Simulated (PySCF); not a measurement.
Computed shifts of a molecule C₄H₅ClSi, B3LYP/pcSseg-1 in PySCF, GIAO, gas phase, atoms alike by connectivity averaged where their shifts nearly agree, in ppm (number of nuclei): ¹³C: 149.3 (1), 142.6 (1), 105.9 (1), 85.0 (1). ²⁹Si: -26.9 (1). ¹H: 6.81 (1), 6.69 (1), 6.45 (1), 5.52 (1), 2.76 (1). References: ¹³C against TMS (σ = 181.3 ppm); ²⁹Si against TMS (σ = 338.7 ppm); ³⁵Cl against HCl (σ = 933.3 ppm); ¹H against TMS (σ = 31.68 ppm), references at their B3LYP-D3(BJ)/def2-TZVP geometries, non-relativistic (without spin–orbit terms, shifts of atoms bonded to Cl or Br come out too high). Coordinates come from a B3LYP-D3(BJ)/def2-SVP optimisation. One conformer was computed; it need not be the lowest.

Task: Which molecule gave these data?
(A) C#C/C(Cl)=C\[SiH3]
(B) C#C[SiH2]/C=C/Cl
(C) C#C/C([SiH3])=C\Cl
(D) C#C[Si@H](Cl)C=C

Result: D, C#C[Si@H](Cl)C=C
